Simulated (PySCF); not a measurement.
ZnI, SMILES [I][Zn+], charge +1. The structure is a stationary point at B3LYP-D3(BJ)/def2-TZVP. The multiplicity is an assumed one; other spin states were not compared. The def2 effective core potentials stand for the cores of I; spin–orbit coupling is left out.

All values below come from B3LYP-D3(BJ)/def2-TZVP (PySCF 2.14.0).

Harmonic wavenumbers (cm⁻¹): 258. Rotational constants (GHz): 2.024 (linear); symmetry number 1.

Problem. Work out the zero-point energy and the ideal-gas rigid-rotor harmonic-oscillator thermochemistry at 298.15 K and 1 atm.

Solution. ZPE = ½ Σ hcν = ½ × 258 cm⁻¹ = 1.55 kJ/mol. H − E(el) = 11.47 kJ/mol. Entropy in J/(mol K): translation 174.33, rotation 75.07, vibration 7.00, total 256.40. G − E(el) = -64.98 kJ/mol. Cp = 36.42 J/(mol K).
